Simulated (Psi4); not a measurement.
V (SMILES [V]), quartet; BLYP/STO-3G (Psi4 1.11).

Here is a job for Psi4.
```
memory 2 GB

molecule {
0 4
V     0.00000000    0.00000000    0.00000000
}

set {
  basis sto-3g
  reference uks
}

energy('blyp')
print_variables()
```

What the program printed (banner, timings and long lists left out):

```
   => Loading Basis Set <=

    Name: STO-3G
    Role: ORBITAL
    Keyword: BASIS

         ---------------------------------------------------------
                                   SCF
               by Justin Turney, Rob Parrish, Andy Simmonett
                          and Daniel G. A. Smith
                              UKS Reference
         ---------------------------------------------------------

  ==> Geometry <==

    Molecular point group: d2h
    Geometry (in Angstrom), charge = 0, multiplicity = 4:

       Center              X                  Y                   Z               Mass
    ------------   -----------------  -----------------  -----------------  -----------------
         V            0.000000000000     0.000000000000     0.000000000000    50.943957040000

  Running in d2h symmetry.

  Rotational constants: A = ************  B = ************  C = ************ [cm^-1]
  Rotational constants: A = ************  B = ************  C = ************ [MHz]
  Nuclear repulsion =    0.000000000000000

  Charge       = 0
  Multiplicity = 4
  Electrons    = 23
  Nalpha       = 13
  Nbeta        = 10

  ==> Algorithm <==

  SCF Algorithm Type is DF.
  DIIS enabled.
  MOM disabled.
  Fractional occupation disabled.
  Guess Type is CORE.
  Energy threshold   = 1.00e-06
  Density threshold  = 1.00e-06
  Integral threshold = 1.00e-12

  ==> Primary Basis <==

  Basis Set: STO-3G
    Blend: STO-3G
    Number of shells: 8
    Number of basis functions: 18
    Number of Cartesian functions: 19
    Spherical Harmonics?: true
    Max angular momentum: 2

  ==> DFT Potential <==

   => LibXC <=

    Version 7.1.2
    S. Lehtola, C. Steigemann, M. J. T. Oliveira, and M. A. L. Marques,  SoftwareX 7, 1–5 (2018) (10.1016/j.softx.2017.11.002)

   => Composite Functional: BLYP <=

    BLYP GGA Exchange-Correlation Functional

    P.J. Stephens et. al., J. Phys. Chem., 98, 11623-11627, 1994
    B. Miehlich et. al., Chem. Phys. Lett., 157(3), 200-206 1989

    Deriv               =              1
    GGA                 =           TRUE
    Meta                =          FALSE

    Exchange Hybrid     =          FALSE
    MP2 Hybrid          =          FALSE

   => Exchange Functionals <=

    1.0000     XC_GGA_X_B88

   => Correlation Functionals <=

    1.0000     XC_GGA_C_LYP

   => LibXC Density Thresholds  <==

    XC_GGA_C_LYP:  1.00E-14
    XC_GGA_X_B88:  1.00E-15

   => Molecular Quadrature <=

    Radial Scheme          =       TREUTLER
[...]
   @S   Observed:                1.500000000E+00

    Orbital Energies [Eh]
    ---------------------

    Alpha Occupied:

[...]
       5Ag     0.092889

    Alpha Virtual:

[...]
    Beta Occupied:

[...]
       4Ag    -0.041343

    Beta Virtual:

[...]
    Final Occupation by Irrep:
             Ag   B1g   B2g   B3g    Au   B1u   B2u   B3u
    DOCC [     4,    0,    0,    0,    0,    2,    2,    2 ]
    SOCC [     1,    1,    1,    0,    0,    0,    0,    0 ]
    NA   [     5,    1,    1,    0,    0,    2,    2,    2 ]
    NB   [     4,    0,    0,    0,    0,    2,    2,    2 ]

  @DF-UKS Final Energy:  -933.88286205353040

   => Energetics <=

    Nuclear Repulsion Energy =              0.0000000000000000
    One-Electron Energy =               -1280.9198885737650926
    Two-Electron Energy =                 392.0253255164466850
    DFT Exchange-Correlation Energy =     -44.9882989962119595
    Empirical Dispersion Energy =           0.0000000000000000
    VV10 Nonlocal Energy =                  0.0000000000000000
    Total Energy =                       -933.8828620535304026

  UHF NO Occupations:
  HONO-2 :    1B2g 1.0000000
  HONO-1 :    1B1g 1.0000000
  HONO-0 :    5 Ag 1.0000000
  LUNO+0 :    3B1u 0.0000067
  LUNO+1 :    3B2u 0.0000067
  LUNO+2 :    3B3u 0.0000067
  LUNO+3 :    6 Ag 0.0000000

Computation Completed

Properties will be evaluated at   0.000000,   0.000000,   0.000000 [a0]

Properties computed using the SCF density matrix

 Multipole Moments:

 ------------------------------------------------------------------------------------
     Multipole            Electronic (a.u.)      Nuclear  (a.u.)        Total (a.u.)
 ------------------------------------------------------------------------------------

 L = 1.  Multiply by 2.5417464519 to convert [e a0] to [Debye]
 Dipole X            :          0.0000000            0.0000000            0.0000000
 Dipole Y            :          0.0000000            0.0000000            0.0000000
 Dipole Z            :          0.0000000            0.0000000            0.0000000
 Magnitude           :                                                    0.0000000

 ------------------------------------------------------------------------------------

  Variable Map:
  ----------------------------------------------------------------------------
[...]
  Array Variable Map:
  ----------------------------------------------------------------------------
[...]
[...]
```
